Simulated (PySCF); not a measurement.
# Zinc: a sound run and one with changed settings

Sound run: Zn⁺ [Ar] 3d10 4s1, Zn²⁺ [Ar] 3d10. Computed with PySCF 2.14 in cc-pVDZ-DK (6s5p3d1f, 43 functions), with scalar relativity by spin-free X2C-1e. In the sound run the correlated levels freeze [Ar]. The sound run starts from symmetry-adapted Hartree-Fock orbitals and uses a fine grid where one is needed.

Changed run: no relativity, point nucleus. This setting is unsound on purpose.

```csv
species,method,sound run (hartree),changed run (hartree),converged
Zn⁺,UHF,-1793.98033,-1768.37526,yes
Zn⁺,PBE,-1795.31991,-1769.72041,yes
Zn⁺,MN15,-1796.75903,-1771.18997,yes
Zn⁺,MP2,-1794.38390,-1768.77403,yes
Zn⁺,CCSD(T),-1794.34971,-1768.74066,yes
Zn²⁺,UHF,-1793.36092,-1767.77025,yes
Zn²⁺,PBE,-1794.63228,-1769.05172,yes
Zn²⁺,MN15,-1796.09831,-1770.54895,yes
Zn²⁺,MP2,-1793.73473,-1768.14132,yes
Zn²⁺,CCSD(T),-1793.70233,-1768.10953,yes
```

Ionisation energy of Zn⁺:

```csv
method,sound run (eV),changed run (eV)
UHF,16.855,16.463
PBE,18.711,18.196
MN15,17.979,17.443
MP2,17.665,17.217
SCS-MP2,17.528,17.088
CCSD,17.566,17.129
CCSD(T),17.616,17.174
```

Most of the change in total energy is the relativistic energy itself. On top of that the contraction fixes the core shape for the Hamiltonian it was made with, so the changed run is not a good calculation with the other Hamiltonian either.

For comparison, NIST gives 17.964 eV between the lowest levels.
